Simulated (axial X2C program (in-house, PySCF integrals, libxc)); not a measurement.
**Worked dissociation energy of LiBa⁻: MP2, scalar-relativistic**

All values were computed with an in-house all-electron X2C program for linear molecules (integrals from PySCF). Spin-free means the one-electron spin-free X2C Hamiltonian. Basis: Ba dyall-av3z [15s15p10d4f], Li dyall-av3z [9s9p3d] (cores contracted in-house); Gaussian nuclei, density fitting, unrestricted open shells. Masses: Ba 137.905 u, Li 7.016 u.

Molecular state: M_S = 0, Λ = 0 (closed shell).

Correlated methods: 12 electrons correlated (number of frozen shells: Ba 4 s, 3 p, 2 d; Li 1 s), 272 virtual spin orbitals or spinors in MP2.

| Quantity | Value |
| --- | --- |
| E(Ba) (2M_S = 0, M_L = 0) | -8131.878490 hartree |
| E(Li-) (2M_S = 0, M_L = 0) | -7.445632 hartree |
| E(LiBa⁻) at Re | -8139.343943 hartree |
| ωe | 138.2 cm⁻¹ |
| ωexe | 1.24 cm⁻¹ |

**Question.** Work out De and D0.

**Answer.** De = -8131.878490 + (-7.445632) − (-8139.343943) = 0.01982 hartree = 0.539 eV. The zero-point energy is ωe/2 − ωexe/4 = 69 cm⁻¹ = 0.009 eV, so D0 = 0.531 eV.

The state is a single determinant with fixed occupations, the lowest that a limited PBE0 search found. De is counted from the lowest determinant-based energies of the atoms at the same level, without counterpoise correction. Other states lie close and PBE0, whose exact exchange favours high spin, may order them wrongly; the determinant shown need not be the ground state. The nearest other spin-free determinant of the search, M_S = 1, Λ = 1, lies 0.46 eV up at the distance of the search. Spin-free De lacks the spin–orbit lowering of the heavy p-block atom, a tenth of an eV or more for 4p and 5p, up to an eV for 6p and one to two eV for 7p atoms, less what an open-shell molecule gains itself.

Each atomic determinant is the lowest at this level and need not be a pure term. Totals compare only within one Hamiltonian and basis.
